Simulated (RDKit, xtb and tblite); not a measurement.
Internal rotation in C4H8O3, SMILES COCC(=O)OC. Scanned: dihedral C1–O2–C3–C4 and dihedral O2–C3–C4–O5; all other coordinates were relaxed at GFN2-xTB. Points at φ and −φ are mirror images. Heavy atoms are numbered in the order of the SMILES COCC(=O)OC, hydrogens after them in the order of the atoms that carry them; the mirror image has the same energies with the sign of each dihedral reversed.

- GFN2-xTB (xtb and tblite)
- MMFF94 // GFN2-xTB (RDKit)
- UFF // GFN2-xTB (RDKit)

Energies in kJ/mol at chosen points (x: dihedral C1–O2–C3–C4 (°); y: dihedral O2–C3–C4–O5 (°)), relative to x = 180, y = -150:

| method | (60, 120) | (30, 60) | (0, 60) | (180, -150) | (90, 90) | (30, -30) | (-30, -30) |
|---|---|---|---|---|---|---|---|
| GFN2-xTB | 1.3 | 5.5 | 9.7 | 0.0 | 0.5 | 6.0 | 3.8 |
| MMFF94 | 5.4 | 11.0 | 16.0 | 0.0 | 4.6 | 2.4 | 4.5 |
| UFF | 25.5 | 38.6 | 52.4 | 0.0 | 8.8 | 66.6 | 54.0 |
